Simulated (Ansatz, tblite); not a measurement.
Forces on BMe2F (C2H6BF) at its r2SCAN-D4/def2-SVP geometry. Total charge 0; singlet.

The xTB rows come from tblite.

GFN1-xTB (tblite), largest force 0.47 eV/Å:

```xyz
10
positions Å, forces eV/Å
B     0.448    0.274   -0.173   -0.217   -0.130    0.084
C    -0.718    0.078   -1.202   -0.350    0.231   -0.186
H    -1.407    0.936   -1.083    0.245   -0.306   -0.078
H    -1.319   -0.825   -1.013    0.303    0.267   -0.079
H    -0.378    0.088   -2.249   -0.100   -0.066    0.379
C     0.443   -0.245    1.305    0.207   -0.330    0.257
H     0.913   -1.247    1.301   -0.160    0.365    0.032
H    -0.566   -0.378    1.723    0.343    0.147   -0.172
H     1.048    0.379    1.982   -0.267   -0.176   -0.236
F     1.537    0.940   -0.590   -0.004   -0.002    0.000
```

GFN2-xTB (tblite), largest force 0.70 eV/Å:

```
B 0.567 0.349 -0.215
C -0.562 0.083 -0.249
H 0.253 -0.376 -0.130
H 0.275 0.363 -0.166
H -0.177 -0.060 0.441
C 0.045 -0.408 0.459
H -0.189 0.422 0.090
H 0.458 0.109 -0.116
H -0.312 -0.263 -0.249
F -0.359 -0.218 0.135
```

PBE0-D4/def2-TZVP (Ansatz), largest force 0.30 eV/Å:

```
B 0.049 0.033 -0.017
C -0.139 0.032 -0.114
H 0.152 -0.206 -0.034
H 0.177 0.232 -0.050
H -0.086 -0.017 0.283
C 0.048 -0.095 0.151
H -0.116 0.231 0.014
H 0.267 0.054 -0.119
H -0.173 -0.156 -0.180
F -0.179 -0.109 0.067
```
